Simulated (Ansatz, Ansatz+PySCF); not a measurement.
| atom | x (Å) | y (Å) | z (Å) |
| --- | --- | --- | --- |
| O | 0.0000 | 0.0000 | -0.1573 |
| H | 0.0000 | 0.0000 | 1.2585 |

Basis set: 6-31G (spherical functions). Correlated methods keep 1 orbital frozen. Correlation on ROHF uses semicanonical orbitals with singles. Charge 0, multiplicity 2.

Computed with Ansatz (development build ahead of 0.2.0); each method stands on the lowest determinant of its kind that the runs found.

Problem. Give the atomization energy at this shape (free ground-state atoms in the same class of orbitals less the molecule, no zero-point energy) of doublet OH by PBE0 (unrestricted), ROHF-CCSD(T), ROHF-MP2, UHF-MP2, UHF, ROHF.

Solution.

```tsv
method	atomization energy
PBE0 (unrestricted)	52.07 kcal/mol
ROHF-CCSD(T)	45.46 kcal/mol
ROHF-MP2	38.70 kcal/mol
UHF-MP2	28.96 kcal/mol
UHF	12.36 kcal/mol
ROHF	2.90 kcal/mol
```

Caution for ROHF-CCSD(T), ROHF-MP2, UHF-MP2: bonds are stretched, where a single reference can fail. Caution for UHF-MP2, UHF: the unrestricted determinant is spin contaminated.

This basis has no polarisation functions and is too small for such energies, which can lie far from measured ones in either direction.
